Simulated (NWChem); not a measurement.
System: C₂H₂ClFOSi; SMILES C#C[Si@@](O)(F)Cl

The following NWChem deck was run.

```
start job
memory heap 200 mb stack 900 mb global 1100 mb
geometry units angstroms noautosym nocenter noautoz
  C      1.007211     2.713581    -0.064184
  C      0.436846     1.627975    -0.027052
  Si    -0.378450     0.009813     0.007008
  O     -1.385807    -0.036797     1.314577
  F     -1.217069    -0.204780    -1.371474
  Cl     1.013248    -1.511137     0.069355
  H      1.509361     3.672581    -0.093549
  H     -1.772398    -0.904874     1.526709
end
basis spherical
  * library def2-svp
end
dft
  xc b3lyp
  iterations 150
end
cosmo
  do_cosmo_smd true
  solvent hexane
end
task dft energy
```

Excerpt of the output:

```
             Northwest Computational Chemistry Package (NWChem) 7.3.0
             --------------------------------------------------------

                             Geometry "geometry" -> ""
                             -------------------------

 Output coordinates in angstroms (scale by  1.889725989 to convert to a.u.)

  No.       Tag          Charge          X              Y              Z
 ---- ---------------- ---------- -------------- -------------- --------------
    1 C                    6.0000     1.00721100     2.71358100    -0.06418400
    2 C                    6.0000     0.43684600     1.62797500    -0.02705200
    3 Si                  14.0000    -0.37845000     0.00981300     0.00700800
    4 O                    8.0000    -1.38580700    -0.03679700     1.31457700
    5 F                    9.0000    -1.21706900    -0.20478000    -1.37147400
    6 Cl                  17.0000     1.01324800    -1.51113700     0.06935500
    7 H                    1.0000     1.50936100     3.67258100    -0.09354900
    8 H                    1.0000    -1.77239800    -0.90487400     1.52670900

 Effective nuclear repulsion energy (a.u.)     343.4767383653

                                 NWChem DFT Module
                                 -----------------

 Summary of "ao basis" -> "ao basis" (spherical)
 ------------------------------------------------------------------------------
       Tag                 Description            Shells   Functions and Types
 ---------------- ------------------------------  ------  ---------------------
 C                          def2-svp                 6       14   3s2p1d
 Si                         def2-svp                 8       18   4s3p1d
 O                          def2-svp                 6       14   3s2p1d
 F                          def2-svp                 6       14   3s2p1d
 Cl                         def2-svp                 8       18   4s3p1d
 H                          def2-svp                 3        5   2s1p

 in cosmo_initialize ...
 calling solv_data for solv:hexane

 solvent parameters
 solvname_short: hexane
 solvname_long:  n-hexane
 dielec:        1.8819
 dielecinf:     1.8903
 nonaqueous SMD model solvent descriptors
 dielec:        1.8819
 sola:          0.0000
 solb:          0.0000
 solc:          0.0000
 solg:         25.7500
 solh:          0.0000
 soln:          1.3749

          ---------------
          -cosmo- solvent
          ---------------
 Cosmo: York-Karplus, doi: 10.1021/jp992097l
 dielectric constant -eps-     =   1.88
 screen = (eps-1)/(eps    )    =   0.46862
 surface charge correction     = lagrangian

   van der Waals surface
 --------------------------

 ---------- ATOMIC COORDINATES (A.U.) ------------ VDWR(ANG.) --
     1    1.90335280    5.12792454   -0.12129017     1.850
     2    0.82551924    3.07642667   -0.05112087     1.850
     3   -0.71516680    0.01854388    0.01324320     2.470
     4   -2.61879550   -0.06953625    2.48419032     2.294
     5   -2.29992692   -0.38697809   -2.59171006     1.730
     6    1.91476108   -2.85563486    0.13106195     2.380
     7    2.85227871    6.94017176   -0.17678198     1.200
     8   -3.34934656   -1.70996391    2.88506167     1.200
 number of segments per atom =        128
 number of   points per atom =        128
 atom (   nspa,  nppa )
 ----------------------
    1 (     82,     0 )       0
    2 (     40,     0 )       0
    3 (     37,     0 )       0
    4 (     79,     0 )       0
    5 (     67,     0 )       0
    6 (     90,     0 )       0
    7 (     53,     0 )       0
    8 (      2,     0 )       0
 number of -cosmo- surface points =      450
 molecular surface =    155.599 angstrom**2
 molecular volume  =    150.473 angstrom**3
 -lineq- algorithm             =   0
 -bem- low  level              =   3
 -bem- from -octahedral-
 gaussian surface charge width =   4.50000
 degree of switching           =   1.00000
 switching function tolerance  =   0.00010
 atomic radii =
 --------------
    1  6.000  1.850
    2  6.000  1.850
    3 14.000  2.470
    4  8.000  2.294
    5  9.000  1.730
    6 17.000  2.380
    7  1.000  1.200
    8  1.000  1.200
 ...... end of -cosmo- initialization ......

 nat:                     8
 ixmem:                  3618
 calling mnsol_interface()
 G(SMD-CDS) energy (kcal/mol)  =    -0.574
 SMD-CDS SASA (angstrom**2)    =   157.128

            General Information
            -------------------
          SCF calculation type: DFT
          Wavefunction type:  closed shell.
          No. of atoms     :     8
          No. of electrons :    62
           Alpha electrons :    31
            Beta electrons :    31
          Charge           :     0
          Spin multiplicity:     1
          Use of symmetry is: off; symmetry adaption is: off
          Maximum number of iterations: 150
          AO basis - number of functions:   102
                     number of shells:    46
          Convergence on energy requested:  1.00D-06
          Convergence on density requested:  1.00D-05
          Convergence on gradient requested:  5.00D-04

              XC Information
              --------------
                         B3LYP Method XC Potential
                     Hartree-Fock (Exact) Exchange  0.200
                        Slater Exchange Functional  0.800 local
                    Becke 1988 Exchange Functional  0.720 non-local
              Lee-Yang-Parr Correlation Functional  0.810
                  VWN I RPA Correlation Functional  0.190 local

             Grid Information
             ----------------
          Grid used for XC integration:  medium
          Radial quadrature: Mura-Knowles
          Angular quadrature: Lebedev.
          Tag              B.-S. Rad. Rad. Pts. Rad. Cut. Ang. Pts.
          ---              ---------- --------- --------- ---------
          C                   0.70       49          12.0       434
          Si                  1.10       88          11.0       590
          O                   0.60       49          12.0       434
          F                   0.50       49          12.0       434
          Cl                  1.00       88          12.0       590
          H                   0.35       45          13.0       434
          Grid pruning is: on
          Number of quadrature shells:   462
          Spatial weights used:  Erf1

      Superposition of Atomic Density Guess
      -------------------------------------

 Sum of atomic energies:        -998.29390785

      Non-variational initial energy
      ------------------------------

 Total energy =   -1000.140971
 1-e energy   =   -2063.301936
 2-e energy   =     719.684227
 HOMO         =      -0.362921
 LUMO         =       0.007400

   convergence    iter        energy       DeltaE   RMS-Dens  Diis-err
 ---------------- ----- ----------------- --------- --------- ---------
     COSMO gas phase
 d= 0,ls=0.0,diis     1  -1001.7629778531 -1.35D+03  1.59D-02  1.02D+00
 d= 0,ls=0.0,diis     2  -1001.7302996791  3.27D-02  8.32D-03  1.55D+00
 d= 0,ls=0.0,diis     3  -1001.8722879993 -1.42D-01  1.57D-03  5.15D-02
 d= 0,ls=0.0,diis     4  -1001.8761501152 -3.86D-03  6.81D-04  4.92D-03
 d= 0,ls=0.0,diis     5  -1001.8767401734 -5.90D-04  1.47D-04  2.75D-04
  Resetting Diis
 d= 0,ls=0.0,diis     6  -1001.8767722583 -3.21D-05  3.39D-05  2.65D-05
 d= 0,ls=0.0,diis     7  -1001.8767743958 -2.14D-06  2.71D-05  3.15D-06
 d= 0,ls=0.0,diis     8  -1001.8767733295  1.07D-06  1.90D-05  1.24D-05
 d= 0,ls=0.0,diis     9  -1001.8767746776 -1.35D-06  3.79D-06  4.04D-07
 d= 0,ls=0.0,diis    10  -1001.8767747280 -5.04D-08  7.08D-07  1.02D-08

   convergence    iter        energy       DeltaE   RMS-Dens  Diis-err
 ---------------- ----- ----------------- --------- --------- ---------
     COSMO solvation phase
 d= 0,ls=0.0,diis     1  -1001.8818025583 -5.03D-03  9.61D-04  7.85D-04
 d= 0,ls=0.0,diis     2  -1001.8819047493 -1.02D-04  2.53D-04  8.87D-04
 d= 0,ls=0.0,diis     3  -1001.8819805918 -7.58D-05  1.06D-04  3.43D-04
 d= 0,ls=0.0,diis     4  -1001.8820224892 -4.19D-05  2.84D-05  1.80D-05
 d= 0,ls=0.0,diis     5  -1001.8820243871 -1.90D-06  8.71D-06  1.91D-06
 d= 0,ls=0.0,diis     6  -1001.8820245483 -1.61D-07  2.35D-06  1.00D-07

         Total DFT energy =    -1001.882024548310
      One electron energy =    -2066.815811040993
           Coulomb energy =      801.201316109908
    Exchange-Corr. energy =      -79.873313532020
 Nuclear repulsion energy =      343.476738365318

             COSMO energy =        0.129045549477

 Numeric. integr. density =       61.999999296691

                                COSMO-SMD solvation results
                                ---------------------------

             internal energy in gas <Psi(g)|H|Psi(g)> =     -1001.876774728026
         internal energy in solvent <Psi(s)|H|Psi(s)> =     -1001.876536179582
                               delta internal energy  =         0.000238548444 (    0.15 kcal/mol)
   total free energy in solvent <Psi(s)|H+V/2|Psi(s)> =     -1001.881110255271
 polarization energy contribution <Psi(s)|V/2|Psi(s)> =        -0.004574075689 (   -2.87 kcal/mol)
    total free energy in solvent including G(SMD-CDS) =     -1001.882024548310
                       G(SMD-CDS) energy contribution =        -0.000914293038 (   -0.57 kcal/mol)
     1 M fixed-concentration free energy of solvation =        -0.005249820284 (   -3.29 kcal/mol)

                       DFT Final Molecular Orbital Analysis
                       ------------------------------------

 Vector   29  Occ=2.000000D+00  E=-3.315657D-01
              MO Center=  3.1D-01, -1.0D+00,  3.2D-01, r^2= 3.0D+00
   Bfn.  Coefficient  Atom+Function         Bfn.  Coefficient  Atom+Function
  ----- ------------  ---------------      ----- ------------  ---------------
    87      0.537729  6 Cl pz                84      0.403940  6 Cl pz
    50     -0.287547  4 O  px                81      0.234083  6 Cl pz
    53     -0.211867  4 O  px                51      0.120177  4 O  py
    52     -0.113669  4 O  pz                64     -0.103619  5 F  px
    55     -0.090756  4 O  pz                54      0.086159  4 O  py

 Vector   30  Occ=2.000000D+00  E=-3.112668D-01
              MO Center=  6.7D-01,  2.0D+00, -3.5D-02, r^2= 1.9D+00
   Bfn.  Coefficient  Atom+Function         Bfn.  Coefficient  Atom+Function
  ----- ------------  ---------------      ----- ------------  ---------------
    20      0.415143  2 C  pz                 6      0.411249  1 C  pz
    23      0.243753  2 C  pz                 9      0.234243  1 C  pz
    87     -0.104409  6 Cl pz                84     -0.076514  6 Cl pz
    65     -0.061243  5 F  py                50     -0.055101  4 O  px
    64     -0.045575  5 F  px                68      0.045434  5 F  py

 Vector   31  Occ=2.000000D+00  E=-3.082863D-01
              MO Center=  7.3D-01,  1.6D+00, -2.2D-02, r^2= 3.0D+00
   Bfn.  Coefficient  Atom+Function         Bfn.  Coefficient  Atom+Function
  ----- ------------  ---------------      ----- ------------  ---------------
     4      0.354498  1 C  px                18      0.340756  2 C  px
    86     -0.205263  6 Cl py                 7      0.201596  1 C  px
    19     -0.196608  2 C  py                21      0.190313  2 C  px
     5     -0.177459  1 C  py                83     -0.153780  6 Cl py
    85     -0.135258  6 Cl px                22     -0.120987  2 C  py

 Vector   32  Occ=0.000000D+00  E=-2.442120D-02
              MO Center=  4.6D-01,  1.6D+00, -9.0D-03, r^2= 3.5D+00
   Bfn.  Coefficient  Atom+Function         Bfn.  Coefficient  Atom+Function
  ----- ------------  ---------------      ----- ------------  ---------------
     7      0.512786  1 C  px                21     -0.410246  2 C  px
     4      0.361524  1 C  px                39     -0.294007  3 Si px
    18     -0.272170  2 C  px                 8     -0.236537  1 C  py
    22      0.232483  2 C  py                86      0.215099  6 Cl py
    36     -0.186890  3 Si px                 5     -0.183310  1 C  py

 Vector   33  Occ=0.000000D+00  E=-2.328076D-02
              MO Center=  4.8D-01,  1.6D+00, -3.7D-03, r^2= 3.4D+00
   Bfn.  Coefficient  Atom+Function         Bfn.  Coefficient  Atom+Function
  ----- ------------  ---------------      ----- ------------  ---------------
     9      0.558798  1 C  pz                23     -0.463310  2 C  pz
     6      0.406552  1 C  pz                41     -0.331102  3 Si pz
    20     -0.301796  2 C  pz                49      0.231127  4 O  s
    38     -0.183207  3 Si pz                99     -0.133975  8 H  s
    63     -0.129568  5 F  s                 87      0.124175  6 Cl pz

 Vector   34  Occ=0.000000D+00  E= 3.030478D-02
              MO Center= -9.4D-01, -7.4D-01,  6.1D-01, r^2= 4.2D+00
   Bfn.  Coefficient  Atom+Function         Bfn.  Coefficient  Atom+Function
  ----- ------------  ---------------      ----- ------------  ---------------
    32      0.890260  3 Si s                 99      0.722053  8 H  s
    49     -0.660021  4 O  s                 31      0.359334  3 Si s
    85      0.325010  6 Cl px                63     -0.268126  5 F  s
    54      0.258920  4 O  py                78     -0.252979  6 Cl s
    30      0.242881  3 Si s                 17     -0.237661  2 C  s

     Multipole analysis of the density
     ---------------------------------

     L   x y z        total         alpha         beta         nuclear
     -   - - -        -----         -----         ----         -------
     0   0 0 0     -0.000000    -31.000000    -31.000000     62.000000

     1   1 0 0      0.077073      1.656006      1.656006     -3.234939
     1   0 1 0      0.226649     -0.952198     -0.952198      2.131044
     1   0 0 1      0.421313     -0.107045     -0.107045      0.635403

     2   2 0 0    -33.460419   -125.299446   -125.299446    217.138473
     2   1 1 0      5.541295     -5.054202     -5.054202     15.649699
     2   1 0 1     -2.006163      2.031950      2.031950     -6.070062
     2   0 2 0    -27.920894   -216.795622   -216.795622    405.670350
     2   0 1 1     -2.413383      3.568434      3.568434     -9.550250
     2   0 0 2    -36.402207    -77.488859    -77.488859    118.575511
```

Level: B3LYP/def2-SVP, SMD on the gas-phase geometry. The geometry was optimised at PBE-D3(BJ)/def2-SVP. Solvent: n-hexane.
